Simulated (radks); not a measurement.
Neutral hydrogen, configuration 1s1.

Calculated with a radial shooting solver on a logarithmic mesh with Libxc functionals: scalar-relativistic Kohn-Sham, PBE, spin-unpolarised, spherical densities, point nucleus; without spin polarisation the odd electron is poorly described; hard spherical wall at 8 bohr.

Energy parts (eV):
total: -12.485
kinetic: 12.204
electron-nucleus: -25.741
Hartree: 7.906
exchange-correlation: -6.854

Orbitals (lengths in bohr, moments of r in powers of bohr):
[
 {"orbital": "1s", "occ.": "1", "eigenvalue (eV)": "-6.4738", "<r^4>": "33.78"},
 {"orbital": "2p", "occ.": "0", "eigenvalue (eV)": "2.0435", "<r^4>": "513.5"},
 {"orbital": "2s", "occ.": "0", "eigenvalue (eV)": "2.3251", "<r^4>": "668.8"}
]

The highest occupied level is 1s at -6.474 eV. Summed over all electrons, <r^2> = 3.605 bohr^2, which gives a Langevin (diamagnetic) susceptibility term of -2.85 x 10^-6 cm^3/mol. The density falls to 0.001 e/bohr^3 at r = 2.99 bohr. The pressure on the wall is 0.00641 GPa.
